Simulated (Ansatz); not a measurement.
Total energies of F$_{3}$H$_{2}$InS, SMILES `[F][In-]([F])([F])[SH2+]`.

Z-matrix (Å, degrees):
```
In
F 1 1.946
F 1 1.946 2 116.8
F 1 1.933 2 119.1 3 -155.0
S 1 2.676 2 92.0 3 93.4
H 5 1.347 1 88.9 2 -11.7
H 5 1.347 1 89.0 2 -104.8
```

Total charge 0; spin multiplicity 1. Correlated methods include outer-core shells of In, which these sets cover unevenly. In: def2 effective core potential. All single points use the PBE0-D4/def2-TZVP geometry. It is one conformer, not always the lowest. Basis def2-TZVPP, Ansatz.

RPA on PBE orbitals: Hartree–Fock energy of these orbitals -886.38244 Eh, correlation -1.84449 Eh (frozen core).

```tsv
functional	energy without D4 (Eh)	D4 term (kJ/mol)
PBE	-888.86031	-13.8
r2SCAN	-889.23795	-3.3
B97M-V	-889.10570	–
B3LYP	-889.39798	-22.5
BHLYP	-889.11819	-19.9
CAM-B3LYP	-889.23927	-12.3
LC-ωPBE	-889.07574	–
ωB97X-V	-889.13174	–
B2PLYP	-888.81819	–
PBE-QIDH	-888.56379	–
```

Q: Give the same for LDA (SPW92), revPBE, BLYP, PBE0, r2SCANh, r2SCAN0, HSE06 (plane-wave form), ωB97M-V. (Estimate.)

A: The calculation gave: 
| functional | energy without D4 (Eh) | D4 term (kJ/mol) |
| --- | --- | --- |
| LDA (SPW92) | -885.70886 | – |
| revPBE | -889.18514 | -34.2 |
| BLYP | -889.24813 | -29.1 |
| PBE0 | -888.88428 | -11.9 |
| r2SCANh | -889.20292 | -3.6 |
| r2SCAN0 | -889.15252 | -4.0 |
| HSE06 (plane-wave form) | -888.86341 | -11.3 |
| ωB97M-V | -889.16572 | – |

B3LYP takes the VWN-RPA correlation (the form of Gaussian; ORCA's B3LYP/G). HSE06 is the plane-wave form, built on full-range PBE exchange. The double hybrids freeze the cores in their second-order part.

LC-ωPBE has ω = 0.4 bohr⁻¹.
